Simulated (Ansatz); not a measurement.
K3⁻. Charge -1, multiplicity 1. Geometry B3LYP/def2-TZVPD, that of the charge -1 singlet.

```xyz
3

K    -3.1153   -2.9251    0.6299
K    -0.0009   -0.0006    0.0000
K     3.1162    2.9257   -0.6300
```

At PBE/def2-TZVPD, r2SCAN/def2-TZVPD the highest occupied level of the charge -1 singlet lies above zero (up to 0.17 eV). Its loss leaves the charge 0 doublet, which lies 0.96 eV higher (vertical, at PBE/def2-TZVPD), but this difference is unsure: the doublet is doubtful (geometry relaxed on an unsound state). At r2SCAN/def2-TZVPD, PBE0/def2-TZVPD the unrestricted singlet has broken spin symmetry (⟨S²⟩ up to 0.66). The structure comes from a short search, and lower isomers may exist.

Estimate the orbital energies around the gap (eV) in Ansatz with PBE/def2-TZVPD, r2SCAN/def2-TZVPD, PBE0/def2-TZVPD.


```csv
orbital,PBE/def2-TZVPD,r2SCAN/def2-TZVPD,PBE0/def2-TZVPD
HOMO−5,-15.59,-16.44,-17.69
HOMO−4,-15.59,-16.44,-17.69
HOMO−3,-15.58,-16.43,-17.68
HOMO−2,-15.57,-16.42,-17.67
HOMO−1,-0.23,-0.32,-0.70
HOMO,0.17,0.02,-0.21
LUMO,0.77,1.00,1.09
LUMO+1,1.13,1.12,1.40
LUMO+2,1.13,1.12,1.40
LUMO+3,1.31,1.35,1.63
LUMO+4,1.36,1.35,1.64
LUMO+5,1.36,1.48,1.64
β HOMO,0.17,0.02,-0.22
β LUMO,0.77,1.00,1.09
```
